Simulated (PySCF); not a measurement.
Compound: C₄H₁₂GeN₂.
Atom-mapped SMILES: `[CH3:1]/[N:2]=[CH:3]/[CH2:4][N:5]([CH3:6])[GeH3:7]` (hydrogens: H8, H9, H10 on C1; H11 on C3; H12, H13 on C4; H14, H15, H16 on C6; H17, H18, H19 on Ge7)

Computed with PySCF 2.14.0, density-fitted response routines, TDDFT CAM-B3LYP/def2-SVPD, vertical, gas phase, core orbitals frozen in the response. The structure is a single PBE0-D3(BJ)/def2-SVP conformer in the gas phase; no vibrational or solvent corrections. The CAM-B3LYP/def2-SVPD calculation is non-relativistic and has no spin–orbit coupling, an omission that weighs most on germanium. Torsions of this conformer, `[CH3:1]/[N:2]=[CH:3]/[CH2:4][N:5]([CH3:6])[GeH3:7]`: N2–C3–C4–N5 -15°, C3–C4–N5–C6 -78°.

Orbital energies (eV): HOMO-3 -10.47, HOMO-2 -9.69, HOMO-1 -8.81, HOMO -7.45, LUMO 1.00, LUMO+1 1.13, LUMO+2 1.60.

Lowest singlets, with some entries withheld (?).

```csv
state,E (eV),f,"main configurations (H = HOMO, L = LUMO)"
S1,5.06,0.0003,"H→L (61%), H-1→L (32%)"
S2,5.48,0.0002,"H-1→L (59%), H→L (35%)"
S3,5.76,0.0046,"H→L+1 (54%), H→L+2 (28%), H→L+3 (13%)"
S4,?,?,?
S5,6.74,0.033,"H→L+4 (67%), H→L+6 (13%), H→L+2 (10%)"
S6,6.78,0.0022,H→L+5 (76%)
S7,6.99,0.030,"H→L+3 (44%), H-1→L+1 (14%), H→L+5 (11%)"
S8,7.18,0.014,"H→L+6 (49%), H→L+8 (14%), H→L+4 (12%)"
S9,?,?,?
S10,7.47,0.015,"H→L+7 (71%), H→L+6 (12%)"
```

(1) Supply the missing values.

(2) What is the vertical ionisation energy by ΔSCF at this level?

(3) Where do the lowest triplets lie (Tamm–Dancoff)?

(4) How far apart are S4 and S5, in eV and cm⁻¹?

Results:

(1) 
- S4: E = 6.10 eV; f = 0.030; H→L+2 (45%), H→L+1 (36%)
- S9: E = 7.28 eV; f = 0.010; H-1→L+1 (47%), H→L+3 (16%)

(2) 7.99 eV; −ε(HOMO) is 7.45 eV.

(3) T1 4.42 eV, H-1→L (72%), H→L (18%); T2 4.89 eV, H-2→L (82%); T3 5.20 eV, H→L (74%), H-1→L (17%); T4 5.59 eV, H→L+2 (63%), H→L+3 (12%), H→L+1 (9%). E(S1) − E(T1) = +0.64 eV.

(4) 6.739 − 6.098 = 0.641 eV, or about 5170 cm⁻¹.
